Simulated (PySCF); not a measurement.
I₃Sb, triplet (typed; the unrestricted solution is spin-contaminated), at the geometry of the source list (a higher spin typed on purpose: for a closed-shell molecule this is an excited state) (core potentials on I, Sb); PySCF with DF-HF/def2-SVP.

Input for PySCF:
```python
from pyscf import gto, scf

mol = gto.Mole()
mol.atom = '''
    Sb    0.00070000    0.00200000    0.99470000
    I    -1.87070000   -1.50500000   -0.33200000
    I    -0.36780000    2.37070000   -0.33110000
    I     2.23790000   -0.86770000   -0.33160000
'''
mol.basis = 'def2-svp'
mol.ecp = {'I': 'def2-svp', 'Sb': 'def2-svp'}
mol.spin = 2
mol.verbose = 4
mol.build()

mf = scf.UHF(mol)
mf = mf.density_fit(auxbasis='def2-universal-jkfit')
mf.kernel()
```

The log (banner, timings and long lists left out):

```
PySCF version 2.14.0

[INPUT] verbose = 4
[INPUT] num. atoms = 4
[INPUT] num. electrons = 98
[INPUT] charge = 0
[INPUT] spin (= nelec alpha-beta = 2S) = 2
[INPUT] symmetry False subgroup None
[INPUT] Mole.unit = angstrom
[INPUT] Symbol           X                Y                Z      unit          X                Y                Z       unit  Magmom
[INPUT]  1 Sb     0.000700000000   0.002000000000   0.994700000000 AA    0.001322808287   0.003779452249   1.879710576105 Bohr   0.0
[INPUT]  2 I     -1.870700000000  -1.505000000000  -0.332000000000 AA   -3.535110661224  -2.844037817470  -0.627389073356 Bohr   0.0
[INPUT]  3 I     -0.367800000000   2.370700000000  -0.331100000000 AA   -0.695041268615   4.479973723506  -0.625688319843 Bohr   0.0
[INPUT]  4 I      2.237900000000  -0.867700000000  -0.331600000000 AA    4.229018094164  -1.639715358285  -0.626633182906 Bohr   0.0

nuclear repulsion = 571.569472597811
number of shells = 40
number of NR pGTOs = 244
number of NR cGTOs = 104
basis = def2-svp
ecp = {'I': 'def2-svp', 'Sb': 'def2-svp'}

******** <class 'pyscf.df.df_jk.DFUHF'> ********
method = DFUHF
initial guess = minao
damping factor = 0
level_shift factor = 0
DIIS = <class 'pyscf.scf.diis.CDIIS'>
diis_start_cycle = 1
diis_space = 8
diis_damp = 0
SCF conv_tol = 1e-09
SCF conv_tol_grad = None
SCF max_cycles = 50
direct_scf = False
number electrons alpha = 50  beta = 48
Set gradient conv threshold to 3.16228e-05
******** <class 'pyscf.df.df.DF'> ********
auxbasis = def2-universal-jkfit
init E= -1005.20585685778

cycle= 1 E= -1126.57528090498  delta_E= -121  |g|= 2.61  |ddm|= 11.4

cycle= 2 E= -1128.91730045682  delta_E= -2.34  |g|= 0.914  |ddm|= 7.08
cycle= 3 E= -1129.19715316904  delta_E= -0.28  |g|= 0.0861  |ddm|= 1.94
cycle= 4 E= -1129.20342604125  delta_E= -0.00627  |g|= 0.0379  |ddm|= 0.194
cycle= 5 E= -1129.20486039284  delta_E= -0.00143  |g|= 0.0147  |ddm|= 0.103
cycle= 6 E= -1129.20544254883  delta_E= -0.000582  |g|= 0.00857  |ddm|= 0.0483
cycle= 7 E= -1129.20573823281  delta_E= -0.000296  |g|= 0.00443  |ddm|= 0.0411
cycle= 8 E= -1129.20584629836  delta_E= -0.000108  |g|= 0.00164  |ddm|= 0.0335
cycle= 9 E= -1129.20586233824  delta_E= -1.6e-05  |g|= 0.000865  |ddm|= 0.0145
cycle= 10 E= -1129.20586794585  delta_E= -5.61e-06  |g|= 0.000694  |ddm|= 0.00907
cycle= 11 E= -1129.20587220955  delta_E= -4.26e-06  |g|= 0.000682  |ddm|= 0.00798
cycle= 12 E= -1129.2058739012  delta_E= -1.69e-06  |g|= 0.000689  |ddm|= 0.00323
cycle= 13 E= -1129.20586686262  delta_E= 7.04e-06  |g|= 0.000648  |ddm|= 0.0141
cycle= 14 E= -1129.20584732861  delta_E= 1.95e-05  |g|= 0.000505  |ddm|= 0.0494
cycle= 15 E= -1129.20583829497  delta_E= 9.03e-06  |g|= 0.000364  |ddm|= 0.0371
cycle= 16 E= -1129.20583375968  delta_E= 4.54e-06  |g|= 0.000175  |ddm|= 0.0394
cycle= 17 E= -1129.20583326654  delta_E= 4.93e-07  |g|= 8.77e-05  |ddm|= 0.0164
cycle= 18 E= -1129.20583328872  delta_E= -2.22e-08  |g|= 5.99e-05  |ddm|= 0.00226
cycle= 19 E= -1129.20583330988  delta_E= -2.12e-08  |g|= 4.97e-05  |ddm|= 0.000576
cycle= 20 E= -1129.20583333402  delta_E= -2.41e-08  |g|= 4.4e-05  |ddm|= 0.000676
cycle= 21 E= -1129.20583335454  delta_E= -2.05e-08  |g|= 4.27e-05  |ddm|= 0.000612
cycle= 22 E= -1129.20583336697  delta_E= -1.24e-08  |g|= 4.31e-05  |ddm|= 0.00038
cycle= 23 E= -1129.20583335574  delta_E= 1.12e-08  |g|= 4.24e-05  |ddm|= 0.000391
cycle= 24 E= -1129.20583333226  delta_E= 2.35e-08  |g|= 4.06e-05  |ddm|= 0.00109
cycle= 25 E= -1129.2058333122  delta_E= 2.01e-08  |g|= 3.69e-05  |ddm|= 0.00181
cycle= 26 E= -1129.20583330315  delta_E= 9.05e-09  |g|= 3.29e-05  |ddm|= 0.00266
cycle= 27 E= -1129.20583330774  delta_E= -4.59e-09  |g|= 3.24e-05  |ddm|= 0.000745
cycle= 28 E= -1129.20583331116  delta_E= -3.41e-09  |g|= 3.28e-05  |ddm|= 0.000236
cycle= 29 E= -1129.20583330005  delta_E= 1.11e-08  |g|= 3.1e-05  |ddm|= 0.000524
cycle= 30 E= -1129.20583327138  delta_E= 2.87e-08  |g|= 2.51e-05  |ddm|= 0.00146
cycle= 31 E= -1129.20583324869  delta_E= 2.27e-08  |g|= 1.92e-05  |ddm|= 0.00149
cycle= 32 E= -1129.20583323601  delta_E= 1.27e-08  |g|= 1.49e-05  |ddm|= 0.00121
cycle= 33 E= -1129.20583323157  delta_E= 4.44e-09  |g|= 1.23e-05  |ddm|= 0.000639
cycle= 34 E= -1129.20583322944  delta_E= 2.13e-09  |g|= 9.9e-06  |ddm|= 0.000633
cycle= 35 E= -1129.20583322884  delta_E= 5.96e-10  |g|= 7.94e-06  |ddm|= 0.00046
Extra cycle  E= -1129.20583322919  delta_E= -3.52e-10  |g|= 7.71e-06  |ddm|= 5.38e-05
converged SCF energy = -1129.20583322919  <S^2> = 2.1062315  2S+1 = 3.0700042
```
